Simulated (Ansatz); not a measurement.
`C[SiH](O)CS` + `[OH][GeH2][OH]` → `C[SiH](O)[O][GeH2][OH]` + CH₃SH  (ligand exchange at the Si–C bond)

Calculated with Ansatz (gas phase, PBE0-D4/def2-TZVP geometries, no zero-point term in ΔE). CCSD(T)/CBS adds triple-zeta CCSD(T) − MP2 to the extrapolated MP2 energy (def2 sets, frozen cores). This one scheme is used for every species. DFT in def2-TZVPP. For Ge outer-core shells are correlated without core-valence functions, which leaves a few kJ/mol of doubt a bond. Scalar relativity is left out up to krypton. One conformer a species, not always the lowest.

`C[SiH](O)CS`:

```xyz
13

C    -0.818   -1.456   -0.284
Si    0.717   -0.474    0.103
O     1.003   -0.360    1.721
C     0.566    1.272   -0.586
S    -0.620    2.247    0.389
H    -0.732   -2.463    0.131
H    -0.960   -1.548   -1.364
H    -1.716   -1.001    0.142
H     1.903   -1.149   -0.485
H     0.519    0.351    2.152
H     0.315    1.318   -1.648
H     1.520    1.790   -0.455
H    -1.697    1.473    0.183
```

`[OH][GeH2][OH]`:

Z-matrix (Å, degrees):
```
Ge
O 1 1.773
O 1 1.776 2 110.8
H 1 1.525 2 104.9 3 114.7
H 1 1.543 2 109.7 3 -119.9
H 2 0.959 1 113.6 3 70.1
H 3 0.959 1 113.3 2 -91.5
```

`C[SiH](O)[O][GeH2][OH]`:

Z-matrix (Å, degrees):
```
C
Si 1 1.848
H 1 1.092 2 111.1
H 1 1.093 2 109.9 3 119.9
H 1 1.092 2 110.7 3 -120.6
O 2 1.663 1 106.4 3 -63.0
O 2 1.634 1 111.7 3 177.5
H 2 1.486 1 113.1 3 56.6
H 6 0.958 2 116.8 1 151.9
Ge 7 1.778 2 126.8 1 83.4
O 10 1.770 7 107.9 2 -15.4
H 10 1.529 7 108.9 2 -130.8
H 10 1.538 7 106.8 2 104.7
H 11 0.964 10 110.6 7 50.0
```

CH₃SH:

```xyz
6

C    -0.085   -0.452    0.174
S    -0.544    1.146   -0.534
H     0.575   -1.008   -0.490
H    -1.014   -1.011    0.288
H     0.374   -0.337    1.155
H     0.693    1.662   -0.593
```

```csv
level,ΔE (kcal/mol)
PBE,-28.5
SCS-MP2/def2-TZVPP,-33.1
```

Task: What does CCSD(T)/CBS give? (Estimate.)

Result: Ansatz gave: -31.9 kcal/mol. The listed levels differ from it by 3.4, -1.2 kcal/mol.

Largest T1 diagnostic among the species: 0.012.

From PBE to PBE0 (25 % exact exchange), in def2-TZVPP and without D4, ΔE moves by −1.6 kcal/mol. In def2-TZVPP, CCSD(T) changes the Hartree–Fock value by +4.4 kcal/mol (the triples alone add +0.6 kcal/mol) and MP2 by +4.7 kcal/mol.
